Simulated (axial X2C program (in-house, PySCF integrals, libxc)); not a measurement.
RuTe: from the spin-free to the two-component result

All values were computed with an in-house all-electron X2C program for linear molecules (integrals from PySCF). Spin-free means the one-electron spin-free X2C Hamiltonian; two-component (2c) means X2C with spin–orbit coupling and atomic mean-field two-electron Coulomb and Gaunt terms, so the difference of the two also holds small scalar two-electron terms. Basis: Te dyall-cv3z [11s12p8d4f1g], Ru dyall-cv3z [12s12p8d5f3g] (cores contracted in-house); Gaussian nuclei, density fitting, unrestricted open shells. Masses: Te 129.906 u, Ru 101.904 u.

Spin-free state: M_S = 2, Λ = 2 (beyond evenly filled blocks: σα, π+α, π-α, δ+α, δ+β, δ-α); fragments Te + Ru.

```tsv
level	Re (Å)	ωe (cm⁻¹)	De (eV)	μ (D)
PBE0	2.407	280.8	2.948	3.75
PW91	2.421	271.6	3.584	2.84
TPSS	2.421	273.2	3.338	3.20
```

Dipoles are positive if Ru is the positive end.

Two-component determinant lowest at the distance of the search:

Ω = 4 (⟨Sz⟩ = 2.00, ⟨Lz⟩ = 2.00 at PBE0); fragments Te + Ru.

```
level  Re (Å)  ωe (cm⁻¹)  μ (D)
 PBE0   2.411      277.8   3.71
 PW91   2.425      269.0   2.81
 TPSS   2.424      271.0   3.17
```

Question: From the two tables, how do the constants change at the PBE0 level (2c against spin-free)?

Answer: At the PBE0 level Re goes up by 0.004 Å and ωe goes down by 3.0 cm⁻¹.

Occupations by symmetry block were frozen at the best pattern of an incomplete PBE0 search. Dissociation energies refer to the lowest single-determinant-based atoms at the same level and basis. De is not given where an atomic determinant may have missed its ground term or J level, or where the truncated virtual space spoils (T). Density functionals use the spin component along the axis (collinear). Other states lie close and PBE0, whose exact exchange favours high spin, may order them wrongly; the determinant shown need not be the ground state. The nearest other spin-free determinant of the search, M_S = 2, Λ = 0, lies 0.25 eV up at the distance of the search. The functionals have no current-density term, which raises determinants with orbital currents, atoms included. With several unpaired electrons one determinant need not be a pure state. Open-shell Ω = 0 determinants with evenly filled partner blocks cannot be reached by this program, so the Ω shown need not be the lowest component. The stretched end of a curve changes character and is left out.
